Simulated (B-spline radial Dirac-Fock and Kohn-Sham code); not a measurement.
# 3d3/2 photoionisation of V²⁺ near threshold

System: vanadium as V²⁺, configuration 1s2 2s2 2p6 3s2 3p6 3d3. The computed 3d3/2 threshold is 27.21 eV; without correlation, outer thresholds are uncertain by 1 to 2 eV. With an open shell the threshold is an average over the terms of the final ion.

Level of theory: a relativistic central-field model (Hartree-Slater potential of the initial state, Latter tail, multipole expansion of the photon field, Dirac-Fock thresholds); a B-spline atomic structure program. Interchannel coupling and autoionising resonances are not included, so magnitudes near threshold are approximate.

```
kinetic energy (eV)  σ (Mb)     β
                1.5    2.42  0.13
                1.9    2.42  0.12
                2.3    2.43  0.11
                2.9    2.43  0.11
                3.7    2.44  0.11
                4.6    2.44  0.12
                5.7    2.44  0.14
                7.2    2.43  0.17
                9.0    2.41  0.20
               11.2    2.37  0.26
               14.0    2.32  0.32
               17.5    2.23  0.39
               21.9    2.11  0.47
               27.4    1.95  0.57
               34.2    1.74  0.66
               42.8    1.48  0.77
               53.5    1.18  0.87
               66.9   0.884  0.96
               83.7   0.613  1.05
              104.7   0.399  1.12
              130.9   0.247  1.18
              163.6   0.147  1.22
              204.6  0.0856  1.24
              255.8  0.0484  1.24
              319.9  0.0269  1.24
              400.0  0.0145  1.21
```

The cross section shows no minimum in this range. Its largest value, 2.44 Mb, lies 5 eV above threshold. β ranges from 0.11 (at 2.9 eV) to 1.24.
